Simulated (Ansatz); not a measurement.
Reactions of CH$_{10}$N$_{2}$Si$_{2}$ (`C[Si](N)(N)[SiH3]`).

Calculated with Ansatz (gas phase, PBE0-D4/def2-TZVP geometries, no zero-point term in ΔE). CBS: MP2 limit from def2 TZ/QZ plus the TZ coupled-cluster correction, frozen cores. This one scheme is used for every species. Each species was taken in one conformer, which may not be the lowest.

Task: Order these by ΔE at CCSD(T)/CBS, lowest first. (Best estimate.)
A. `C[Si](N)(N)[SiH3]` + `N[SiH](O)S` → `N[SiH](O)S[SiH3]` + `C[SiH](N)N`
B. `C[Si](N)(N)[SiH3]` + `F[BH][AlH2]` → `N[Si](N)([AlH2])[SiH3]` + `CBF`
C. `C[Si](N)(N)[SiH3]` + `CCS` → `CCS[SiH3]` + `C[SiH](N)N`
D. `C[Si](N)(N)[SiH3]` + `CN=C(O)O` → `N[Si](N)(O)[SiH3]` + `C/N=C(\C)O`
E. `C[Si](N)(N)[SiH3]` + `CC1B[SiH2]1` → `[SiH3]C1B[SiH2]1` + `C[Si](C)(N)N`
F. `C[Si](N)(N)[SiH3]` + `COC(F)F` → `CCOC(F)F` + `N[SiH](N)[SiH3]`
G. `C[Si](N)(N)[SiH3]` + H–F → `N[Si](N)(F)[SiH3]` + CH₄

Result: G (-39.1 kcal/mol), D (-29.5 kcal/mol), E (-19.5 kcal/mol), A (-17.2 kcal/mol), C (-15.0 kcal/mol), B (-9.7 kcal/mol), F (+8.2 kcal/mol).

Largest T1 diagnostic: 0.014, for `[SiH3]C1B[SiH2]1`.
